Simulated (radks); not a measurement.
Problem. Valence configurations of the manganese ion Mn+ (all share [Ar]). Method: non-relativistic Kohn-Sham, r2SCAN, spin-polarised, spherical densities, point nucleus; open shells are filled with parallel spins first; meta-GGA in the generalised Kohn-Sham scheme; computed with a radial shooting solver on a logarithmic mesh with Libxc functionals. Order these by energy: 3d5 4p1; 3d4 4s1 4p1; 3d4 4s2; 3d4.5 4s1.5; 3d4.5 4p1.5; 3d1 4s2 4p3; 3d3 4s1 4p2; 3d3 4s2 4p1; 3d2 4s2 4p2; 3d5 4s1.

Solution. From the lowest, in eV above it: 3d5 4s1 0.000; 3d4.5 4s1.5 4.137; 3d5 4p1 5.025; 3d4 4s2 8.651; 3d4.5 4p1.5 10.561; 3d4 4s1 4p1 11.610; 3d3 4s2 4p1 25.367; 3d3 4s1 4p2 28.128; 3d2 4s2 4p2 47.525; 3d1 4s2 4p3 75.605. NIST lists [Ar] 3d5 4s1 as the ground configuration; this level of theory agrees among the configurations tried. The energies are those of spherical high-spin densities, not of single terms.
